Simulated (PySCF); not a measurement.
Magnetic susceptibility: SMILES N#C[C@H]1CCC=CCO1, C7H9NO

Geometry:
| atom | x (Å) | y (Å) | z (Å) |
| --- | --- | --- | --- |
| N1 | 2.923 | -0.238 | -2.039 |
| C2 | 2.276 | 0.026 | -1.134 |
| C3 | 1.410 | 0.329 | -0.001 |
| C4 | 0.252 | 1.224 | -0.486 |
| C5 | -0.908 | 1.224 | 0.513 |
| C6 | -1.783 | 0.013 | 0.359 |
| C7 | -1.360 | -1.212 | 0.090 |
| C8 | 0.071 | -1.653 | -0.045 |
| O9 | 0.998 | -0.848 | 0.656 |
| H10 | 2.007 | 0.862 | 0.752 |
| H11 | -0.112 | 0.869 | -1.454 |
| H12 | 0.638 | 2.235 | -0.624 |
| H13 | -0.513 | 1.265 | 1.533 |
| H14 | -1.512 | 2.119 | 0.357 |
| H15 | -2.844 | 0.187 | 0.473 |
| H16 | -2.076 | -2.013 | -0.029 |
| H17 | 0.348 | -1.733 | -1.108 |
| H18 | 0.176 | -2.648 | 0.401 |

Computed with GIAO PBE/pcSseg-1 magnetisability, rotational g tensor and spin-rotation constants, non-relativistic, gas phase in PySCF. Geometry: GFN2-xTB.

Problem. What are the magnetisability and the molar susceptibility?

Solution. Isotropic -1221 × 10⁻³⁰ J/T², or -73.6 × 10⁻⁶ cm³/mol; principal values -1288, -1193, -1184 × 10⁻³⁰ J/T², anisotropy 100 × 10⁻³⁰ J/T² (root of half the summed squared differences of the principal values). The susceptibility is in cgs units.

Problem. Split it along the inertial axes a, b, c into diamagnetic and paramagnetic parts about the centre of mass, with the quadrupole moment.

Solution. 
| axis | χ (10⁻⁶ cm³/mol) | diamagnetic (10⁻⁶ cm³/mol) | paramagnetic (10⁻⁶ cm³/mol) | summed x² of all electrons (Å²) | quadrupole Θ (D Å) |
| --- | --- | --- | --- | --- | --- |
| a | -75.2 | -517.0 | 441.8 | 195.2 | -12.66 |
| b | -72.0 | -980.4 | 908.4 | 85.9 | +11.69 |
| c | -73.5 | -1192.5 | 1119.0 | 35.9 | +0.97 |

Anisotropies 2χaa − χbb − χcc = -5.0 and 2χbb − χaa − χcc = +4.8 × 10⁻⁶ cm³/mol. Θ is traceless in Buckingham's convention.

Problem. And the rotational g tensor?

Solution. 
| axis | rotational constant (GHz) | g | nuclear part | electronic part |
| --- | --- | --- | --- | --- |
| a | 3.0566 | -0.0248 | 0.6097 | -0.6344 |
| b | 1.3310 | -0.0218 | 0.5463 | -0.5680 |
| c | 1.0891 | -0.0138 | 0.5587 | -0.5726 |

Asymmetric top; isotopes 12C, 1H, 14N, 16O; no vibrational averaging.
